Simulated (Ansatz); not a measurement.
System: BH$_{2}$ (charge -1, singlet). 
Coordinates optimised at B3LYP-D3(BJ)/def2-TZVP (Ansatz, an electronic-structure program):
```xyz
3

B      0.1740    -0.0508    -0.1354
H     -0.0374    -0.3970     1.0461
H     -0.8327     0.6508    -0.3693
```
Charge -1, spin multiplicity 1.

Basis-set convergence of Hartree-Fock and CCSD correlation energies (hartree) with Ansatz. Cores are frozen in the correlated levels unless marked. Spin-orbit coupling is left out. Non-relativistic. This anion needs diffuse functions, which these sets lack.

The Hartree-Fock reference is unstable (checked in the largest basis), which strains HF and MP2. 

```json
[
 {"basis": "cc-pVDZ", "functions": "24", "E(HF)": "-25.69514", "E(corr, CCSD)": "-0.12191"},
 {"basis": "cc-pVTZ", "functions": "58", "E(HF)": "-25.71067", "E(corr, CCSD)": "-0.14263"},
 {"basis": "cc-pVQZ", "functions": "115", "E(HF)": "-25.71609", "E(corr, CCSD)": "-0.14831"},
 {"basis": "cc-pV5Z", "functions": "201", "E(HF)": "…", "E(corr, CCSD)": "…"}
]
```

Question: What belongs in the gaps?

Answer: 
- cc-pV5Z, E(HF): -25.71948
- cc-pV5Z, E(corr, CCSD): -0.14990
